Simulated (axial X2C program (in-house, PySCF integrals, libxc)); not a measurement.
Potential curves of CuB⁻, 2c

All values were computed with an axial X2C code built on PySCF integrals. Two-component (2c) means X2C with spin–orbit coupling and atomic mean-field two-electron Coulomb and Gaunt terms. Basis: Cu dyall-acv3z [10s10p7d4f2g], B dyall-av3z [8s7p3d2f] (cores contracted in-house); Gaussian nuclei, density fitting, unrestricted open shells. Masses: Cu 62.930 u, B 11.009 u.

State: Ω = 1/2 (⟨Sz⟩ = -0.50, ⟨Lz⟩ = 1.00 at PBE0). Energies in eV from the fragments at the same level (Cu- + B). Fits are polynomials in 1 − R0/R over 0.85 to 1.23 times the lowest point R0.

```csv
R (Å),PBE0
1.6634,-1.6498
1.7399,-1.8908
1.7973,-1.9936
1.8546,-2.0462
1.9120,-2.0606
1.9789,-2.0415
2.0458,-1.9948
2.1319,-1.9084
2.2370,-1.7804
2.3900,-1.5799
```

One determinant describes the state; a PBE0 search over occupations chose it and may have missed a lower one. De is counted from the lowest determinant-based energies of the atoms at the same level, without counterpoise correction. Density functionals use the spin component along the axis (collinear). The 2c atoms are single determinants rather than J levels; their spin–orbit lowering is only partly caught, and De is too large by that part. This holds for PBE0. The functionals have no current-density term, which raises determinants with orbital currents, atoms included. The highest occupied level of some functionals is positive through self-interaction error; at Hartree–Fock it is bound.

Q: Fit the PBE0 curve near its minimum: give the equilibrium distance, the harmonic wavenumber and the well depth.

A: At PBE0, 2c: Re = 1.909 Å, ωe ≈ 506 cm⁻¹, De = 2.06 eV to Cu- + B; Be follows as 0.494 cm⁻¹.
